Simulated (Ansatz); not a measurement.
Consider the ligand exchange at a Ge–I bond: `[F][Ge]([F])([F])[I]` + `N=C=O` → `O=C=[N][Ge]([F])([F])[F]` + HI.

Isolated molecules relaxed with PBE0-D4/def2-TZVP in Ansatz; ΔE leaves out vibrations. CCSD(T)/CBS adds triple-zeta CCSD(T) − MP2 to the extrapolated MP2 energy (def2 sets, frozen cores). This one scheme is used for every species. Functionals use def2-TZVPP. def2 core potentials past Kr. For Ge, I outer-core shells are correlated without core-valence functions, which leaves a few kJ/mol of doubt a bond. Scalar relativity is left out up to krypton. One conformer a species, not always the lowest.

```tsv
species	PBE-D4 energy (Eh)
`[F][Ge]([F])([F])[I]`	-2673.93652
`N=C=O`	-168.57839
`O=C=[N][Ge]([F])([F])[F]`	-2544.20483
HI	-298.29177
```

Question: Work out ΔE.

Answer: ΔE = (-2544.20483) + (-298.29177) − (-2673.93652) − (-168.57839) = 0.01831 Eh = +0.50 eV. CCSD(T)/CBS gives +0.33 eV.

Largest T1 diagnostic among the species: 0.018.

In def2-TZVPP, CCSD(T) changes the Hartree–Fock value by +0.09 eV (the triples alone add +0.03 eV) and MP2 by +0.15 eV. From PBE to PBE0 (25 % exact exchange), in def2-TZVPP and without D4, ΔE moves by −0.09 eV. At CCSD(T), def2-SVP lies −0.18 eV from the extrapolated value and def2-TZVPP −0.12 eV.
